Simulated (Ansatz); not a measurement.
Program: Ansatz. Geometries: PBE0-D4/def2-TZVP. ΔE: electronic, gas phase. CCSD(T)/CBS adds triple-zeta CCSD(T) − MP2 to the extrapolated MP2 energy (def2 sets, frozen cores). This one scheme is used for every species. Functionals use def2-TZVPP. For Ge outer-core shells are correlated without core-valence functions, which leaves a few kJ/mol of doubt a bond. Scalar relativity is left out up to krypton. One conformer a species, not always the lowest.

Reaction (ligand exchange at a Ge–C bond): `N[CH2][GeH2][OH]` + CH₃OH → `C[O][GeH2][OH]` + CH₃NH₂

`N[CH2][GeH2][OH]`:

Z-matrix (Å, degrees):
```
C
Ge 1 1.954
N 1 1.457 2 108.9
H 1 1.099 2 108.8 3 -126.9
H 1 1.093 2 106.9 3 117.8
O 2 1.789 1 104.8 3 164.7
H 2 1.543 1 113.1 3 -76.2
H 2 1.548 1 110.5 3 46.9
H 3 1.012 1 111.2 2 173.2
H 3 1.012 1 111.0 2 -67.8
H 6 0.959 2 113.1 1 170.5
```

CH₃OH:

Cartesian coordinates in Å:
```
C 0.277 -0.181 -0.131
O -0.926 0.552 -0.165
H 0.530 -0.428 -1.163
H 0.181 -1.119 0.430
H 1.107 0.397 0.293
H -1.169 0.779 0.735
```

`C[O][GeH2][OH]`:

Z-matrix (Å, degrees):
```
C
O 1 1.407
H 1 1.098 2 112.0
H 1 1.092 2 108.1 3 -118.9
H 1 1.099 2 112.4 3 122.1
Ge 2 1.776 1 119.4 3 -72.7
O 6 1.764 2 105.5 1 -162.4
H 6 1.545 2 107.2 1 -42.3
H 6 1.534 2 112.1 1 83.2
H 7 0.960 6 112.2 2 49.5
```

CH₃NH₂:

```xyz
7

C    -0.395    0.389    0.125
N     0.823   -0.364   -0.121
H    -1.332   -0.164   -0.039
H    -0.412    1.271   -0.520
H    -0.397    0.748    1.156
H     0.850   -0.698   -1.076
H     0.863   -1.182    0.474
```

| level | ΔE (kcal/mol) |
| --- | --- |
| r2SCAN0-D4 | -13.5 |
| ωB97X-V | -13.7 |
| r2SCAN | -14.0 |
| r2SCAN0 | -13.6 |
| HF/def2-SVP | -16.1 |
| SCS-MP2/def2-TZVPP | -14.5 |
| CCSD(T)/def2-TZVPP | -13.5 |
| HF/def2-QZVPP | -17.0 |

Question: What does CCSD(T)/CBS give? (Best estimate.)

Answer: The calculation gave: -12.7 kcal/mol. The listed levels differ from it by -0.8, -1.0, -1.3, -0.9, -3.4, -1.8, -0.8, -4.3 kcal/mol.

Largest T1 diagnostic among the species: 0.012.

At CCSD(T), def2-SVP lies −2.6 kcal/mol from the extrapolated value and def2-TZVPP −0.9 kcal/mol. Leaving LDA and LC-ωPBE aside and taking each functional with its dispersion term where it has one, the values, not all of them listed here, spread over 3.2 kcal/mol, from B97M-V to PBE-D4. In def2-TZVPP, CCSD(T) changes the Hartree–Fock value by +3.2 kcal/mol (the triples alone add +0.1 kcal/mol) and MP2 by +3.0 kcal/mol.
